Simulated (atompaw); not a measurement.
# An all-electron radial function and its pseudo partner (hydrogen)

Columns: radius, all-electron u(r) and pseudo u(r) of the 1s shell (level -6.35 eV) of hydrogen in the configuration 1s1; LDA (PW92), scalar-relativistic, PAW (atompaw) scheme, atompaw 4.2.0.5.

```tsv
r (bohr)	all-electron	pseudo
0.038	0.0678	0.0526
0.077	0.1320	0.1061
0.115	0.1898	0.1573
0.154	0.2445	0.2085
0.192	0.2934	0.2568
0.231	0.3395	0.3042
0.269	0.3806	0.3480
0.308	0.4192	0.3903
0.346	0.4534	0.4287
0.385	0.4853	0.4651
0.423	0.5135	0.4975
0.462	0.5396	0.5276
0.500	0.5625	0.5540
0.538	0.5830	0.5774
0.577	0.6018	0.5985
0.615	0.6180	0.6164
0.654	0.6326	0.6322
0.692	0.6451	0.6453
0.731	0.6561	0.6567
0.769	0.6653	0.6659
0.808	0.6732	0.6737
0.846	0.6795	0.6799
0.885	0.6847	0.6849
0.923	0.6886	0.6887
0.962	0.6915	0.6915
1.000	0.6933	0.6933
```

Task: How many radial nodes do the two functions have?

Result: The all-electron 1s function has n − l − 1 = 0; the pseudo-wave has 0.

Task: Is the pseudo-wave norm-conserving?

Result: No, it belongs to a PAW set: the norm inside the radius is not constrained, and the difference is carried by the augmentation charge.
